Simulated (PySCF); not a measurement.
## Electronic structure of Br²⁺ (bromine, charge +2) at the UHF level

Configuration: [Ar] 3d10 4s1 4p4, high-spin 4P determinant (an excited configuration). Calculation: PySCF 2.14, in x2c-QZVPPall (11s8p5d4f1g, 97 functions); the spin-free X2C one-electron Hamiltonian (Gaussian nucleus).

```
Total energy                                                  : -2602.881683 hartree
One-electron energy                                           : -3590.5109 hartree
Hartree (Coulomb) energy                                      : 1078.2280 hartree
Exchange energy                                               : -90.5988 hartree
⟨S²⟩                                                          : 3.7566
⟨L²⟩                                                          : 2.015
Sum of ⟨r⟩                                                    : 20.77 bohr
Sum of ⟨r²⟩                                                   : 25.94 bohr²
Traceless quadrupole moment −½Σ⟨3z² − r²⟩ along its main axis : -1.50 e·bohr²
Langevin diamagnetic susceptibility                           : -20.5 ×10⁻⁶ cm³/mol
```

```tsv
shell	electrons	mean orbital energy (eV)	spread (eV)	rms radius, mean of both spins (bohr)
1s α	1	-13583.8	0	0.0492
1s β	1	-13583.1	0	0.0492
2s α	1	-1851.7	0	0.205
2s β	1	-1851.1	0	0.205
2p α	3	-1631.4	0.228	0.183
2p β	3	-1630.8	0.143	0.183
3s α	1	-303.51	0	0.588
3s β	1	-301.99	0	0.588
3p α	3	-231.50	0.643	0.607
3p β	3	-230.31	0.172	0.607
3d α	5	-111.68	0.607	0.648
3d β	5	-111.02	0.305	0.648
4s α	1	-54.196	0	1.70
4p α	3	-36.111	1.842	1.98
4p β	1	-29.934	0	1.98
```

Densities and radii are taken from the X2C orbitals without a picture-change correction, which distorts them close to the nucleus.

Spin-orbit constants ζ (cm⁻¹) from the X2C one-electron operator on these orbitals: bare nucleus, nucleus screened by l(l+1)(2l+1)/3 electrons, and screened by the Breit-Pauli mean field of the electrons.

```tsv
shell	bare	screened nucleus	mean field
2p	262800	247800	n/a
3p	37940	35770	n/a
3d	4675	3340	n/a
4p	3419	3223	n/a
```

To first order the Landé constant is A = -1074 cm⁻¹, so the lowest level has J = 5/2 and lies 0.200 eV below the centre of the term. This holds in LS coupling only.
